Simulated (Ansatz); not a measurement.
Cartesian coordinates in Å:
```
Cl 2.5715 -0.2649 1.5634
Al 1.3363 0.4162 -0.0040
O 0.2835 -0.9162 -0.7157
Al -1.3363 -0.4165 0.0038
Cl -2.5715 0.2653 -1.5633
O -0.2834 0.9160 0.7156
H 1.9431 1.3576 -1.1026
H 0.3973 -1.3071 -1.5826
H -1.9432 -1.3574 1.1029
H -0.3973 1.3069 1.5824
```

The species carries charge 0 and has multiplicity 1.

**Question.** List the PBE/def2-TZVPP orbital energies in eV (Ansatz). (An estimate is asked.)

**Answer.** The calculation gave: Occupied: -2738.43, -2738.43, -1507.45, -1507.45, -511.88, -511.87, -249.02, -249.02, -189.67, -189.67, -189.58, -189.58, -189.57, -189.57, -107.64, -107.64, -69.66, -69.66, -69.62, -69.61, -69.52, -69.52, -26.73, -26.09, -19.82, -19.80, -15.55, -13.29, -12.23, -11.00, -10.11, -9.83, -9.44, -9.13, -8.17, -7.83, -7.80, -7.67, -7.55, -7.32. Lowest empty: -1.26, -1.02, 0.02, 0.17, 0.28, 0.89, 1.41, 1.76.
